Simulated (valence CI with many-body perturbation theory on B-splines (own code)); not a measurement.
# Forbidden lines of Tc20+

Method: valence CI with perturbative core correlation (CI+MBPT): five valence electrons over a frozen Dirac-Fock core [Ar], radial functions for each j: 7 s, 7 p, 8 d, 6 f, 4 g, 1 h, with the one-electron correlation potential Σ1 (screened to all orders), the two-electron term Σ2, the three-electron term Σ3, Breit, model QED; selected single and double excitations, second order for the rest, scaled by the run's own slope (own B-spline code, finite nucleus).

No measured levels were compared; by estimate terms of the open shell hold to 2 to 4 % of their energy, and close levels can change places. Only levels of the ground parity were solved; by the run's estimate the other parity begins above the list, which can be wrong where configurations are misplaced.

Lines 51 to 100 of 120 in falling wavelength, among levels below 47.710 eV, chosen from the decays that carry over 1 % of a level's rate. Wavelengths and rates use the calculated energies, so an error of 3000 cm⁻¹ moves a line at 202.7 nm by 6.1 % and its rate by three times that or more. S is in atomic units (e²a₀⁴ for E2 and M2, e²a₀⁶ for E3), for M1 in squared Bohr magnetons. Weak lines are less certain than strong ones. Lines between different terms over intervals too small for the method are left out, as are lines whose strength nearly cancels.

Names give the largest LS component (configuration and term), which can be under half, so a name can repeat, a term be missing and a line seem to break the LS rules; names also repeat where a configuration has a term twice. Letters in brackets count levels of one name in rising energy.

| λ vac (nm) | Upper | Lower | Type | A (s⁻¹) | S (a.u.) |
| --- | --- | --- | --- | --- | --- |
| 202.7 | 3d5 4D_5/2 | 3d5 4G_5/2 [a] | M1 | 1.26e+02 | 2.33e-01 |
| 196.6 | 3d5 2F_7/2 [c] | 3d5 2G_9/2 [a] | M1 | 3.92e+02 | 8.84e-01 |
| 196.0 | 3d5 4F_3/2 | 3d5 4D_3/2 | M1 | 4.72e+02 | 5.27e-01 |
| 195.6 | 3d5 2F_7/2 [c] | 3d5 2F_5/2 [a] | M1 | 2.56e+01 | 5.69e-02 |
| 192.5 | 3d5 2G_9/2 [b] | 3d5 2G_9/2 [a] | M1 | 4.42e+01 | 1.17e-01 |
| 191.3 | 3d5 2H_11/2 | 3d5 2I_13/2 | M1 | 4.10e+02 | 1.28e+00 |
| 190.1 | 3d5 4F_5/2 | 3d5 4D_7/2 | M1 | 5.62e+01 | 8.59e-02 |
| 187.5 | 3d5 2F_7/2 [a] | 3d5 4G_9/2 | M1 | 3.37e+02 | 6.59e-01 |
| 184.6 | 3d5 2I_13/2 | 3d5 4G_11/2 | M1 | 4.42e+01 | 1.44e-01 |
| 182.5 | 3d5 2F_7/2 [b] | 3d5 4D_5/2 | M1 | 3.30e+01 | 5.95e-02 |
| 182.4 | 3d5 4F_3/2 | 3d5 4D_1/2 | M1 | 2.74e+02 | 2.47e-01 |
| 181.5 | 3d5 2F_7/2 [c] | 3d5 2F_7/2 [a] | M1 | 2.43e+02 | 4.30e-01 |
| 178.8 | 3d5 2D_3/2 [a] | 3d5 4P_3/2 | M1 | 8.82e+02 | 7.47e-01 |
| 173.9 | 3d5 4D_3/2 | 3d5 4G_5/2 [a] | M1 | 1.17e+02 | 9.11e-02 |
| 172.5 | 3d5 2F_5/2 [a] | 3d5 4P_3/2 | M1 | 1.40e+02 | 1.60e-01 |
| 171.7 | 3d5 2H_9/2 | 3d5 4D_7/2 | M1 | 1.11e+02 | 2.09e-01 |
| 171.5 | 3d5 2F_5/2 [a] | 3d5 4G_5/2 [b] | M1 | 2.84e+03 | 3.19e+00 |
| 171.4 | 3d5 2F_5/2 [b] | 3d5 4D_3/2 | M1 | 1.35e+02 | 1.52e-01 |
| 169.0 | 3d5 4F_3/2 | 3d5 4D_5/2 | M1 | 3.24e+02 | 2.32e-01 |
| 163.6 | 3d5 2G_9/2 [a] | 3d5 4G_11/2 | M1 | 2.40e+02 | 3.91e-01 |
| 161.8 | 3d5 2G_7/2 [a] | 3d5 4D_5/2 | M1 | 2.01e+02 | 2.53e-01 |
| 160.8 | 3d5 2H_11/2 | 3d5 2I_11/2 | M1 | 1.37e+03 | 2.53e+00 |
| 160.0 | 3d5 2F_5/2 [a] | 3d5 4G_7/2 | M1 | 4.65e+02 | 4.24e-01 |
| 159.4 | 3d5 2G_9/2 [a] | 3d5 4G_7/2 | M1 | 1.88e+02 | 2.82e-01 |
| 156.2 | 3d5 2F_7/2 [b] | 3d5 4D_7/2 | M1 | 5.15e+02 | 5.82e-01 |
| 150.4 | 3d5 2F_5/2 [b] | 3d5 4D_5/2 | M1 | 9.16e+01 | 6.93e-02 |
| 145.4 | 3d5 2G_9/2 [b] | 3d5 2I_11/2 | M1 | 3.21e+02 | 3.65e-01 |
| 140.8 | 3d5 2G_7/2 [a] | 3d5 4D_7/2 | M1 | 5.76e+02 | 4.77e-01 |
| 137.7 | 3d5 2F_7/2 [a] | 3d5 4G_5/2 [a] | M1 | 4.09e+01 | 3.17e-02 |
| 134.3 | 3d5 4F_5/2 | 3d5 4G_5/2 [b] | M1 | 7.42e+01 | 4.00e-02 |
| 134.1 | 3d5 2D_3/2 [a] | 3d5 4G_5/2 [a] | M1 | 7.21e+02 | 2.58e-01 |
| 132.1 | 3d5 2F_5/2 [b] | 3d5 4D_7/2 | M1 | 3.02e+02 | 1.55e-01 |
| 130.6 | 3d5 2F_5/2 [a] | 3d5 4G_5/2 [a] | M1 | 1.14e+02 | 5.63e-02 |
| 127.6 | 3d5 2F_7/2 [c] | 3d5 4D_5/2 | M1 | 5.84e+01 | 3.60e-02 |
| 127.2 | 3d5 4F_5/2 | 3d5 4G_7/2 | M1 | 3.52e+02 | 1.61e-01 |
| 126.4 | 3d5 2H_9/2 | 3d5 4G_9/2 | M1 | 9.98e+02 | 7.47e-01 |
| 121.0 | 3d5 2H_9/2 | 3d5 4G_11/2 | M1 | 3.82e+02 | 2.51e-01 |
| 118.7 | 3d5 2H_9/2 | 3d5 4G_7/2 | M1 | 4.10e+02 | 2.54e-01 |
| 117.8 | 3d5 2F_7/2 [b] | 3d5 4G_9/2 | M1 | 7.87e+02 | 3.82e-01 |
| 116.5 | 3d5 2F_7/2 [b] | 3d5 4G_5/2 [b] | M1 | 3.13e+01 | 1.47e-02 |
| 116.0 | 3d5 4G_5/2 [a] | 3d5 6S_5/2 | M1 | 1.10e+03 | 3.83e-01 |
| 114.2 | 3d5 2F_7/2 [c] | 3d5 4D_7/2 | M1 | 4.46e+01 | 1.97e-02 |
| 112.8 | 3d5 2G_9/2 [b] | 3d5 4D_7/2 | M1 | 3.99e+02 | 2.12e-01 |
| 111.3 | 3d5 4F_3/2 | 3d5 4P_3/2 | M1 | 4.41e+01 | 9.00e-03 |
| 111.1 | 3d5 2F_7/2 [b] | 3d5 4G_7/2 | M1 | 6.15e+01 | 2.50e-02 |
| 110.8 | 3d5 4F_3/2 | 3d5 4G_5/2 [b] | M1 | 7.31e+01 | 1.48e-02 |
| 108.8 | 3d5 2G_7/2 [a] | 3d5 4G_9/2 | M1 | 5.34e+02 | 2.04e-01 |
| 103.1 | 3d5 2G_7/2 [a] | 3d5 4G_7/2 | M1 | 1.18e+02 | 3.82e-02 |
| 102.9 | 3d5 2F_5/2 [b] | 3d5 4P_3/2 | M1 | 1.11e+02 | 2.68e-02 |
| 102.5 | 3d5 2F_5/2 [b] | 3d5 4G_5/2 [b] | M1 | 1.94e+02 | 4.65e-02 |
